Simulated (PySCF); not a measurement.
Computed IR spectrum (relative IR intensity) of a molecule C₄H₇BFN. The structure is a stationary point at PBE-D3(BJ)/def2-SVP. One conformer was computed; it need not be the lowest. The numbers are results of PBE-D3(BJ)/def2-SVP in PySCF 2.14.0, not measurements. Harmonic, unscaled wavenumbers; measured fundamentals usually lie a few per cent lower.

| ν (cm⁻¹) | relative intensity |
|---|---|
| 323 | 3.7 |
| 330 | 2.0 |
| 598 | 4.2 |
| 611 | 13 |
| 661 | 23 |
| 787 | 24 |
| 860 | 8.3 |
| 1061 | 15 |
| 1091 | 5.3 |
| 1162 | 40 |
| 1261 | 30 |
| 1343 | 51 |
| 1392 | 2.7 |
| 1414 | 62 |
| 1420 | 2.4 |
| 1423 | 8.8 |
| 1533 | 100 |
| 1998 | 74 |
| 2941 | 35 |
| 3001 | 14 |
| 3081 | 2.4 |
| 3516 | 6.0 |

### Question
Which structure fits?
(A) C=C/C=C/B(N)F
(B) NCC1=CCB1F
(C) C=C=CB(F)NC
(D) CC1=CB(F)NC1

### Answer
C, C=C=CB(F)NC
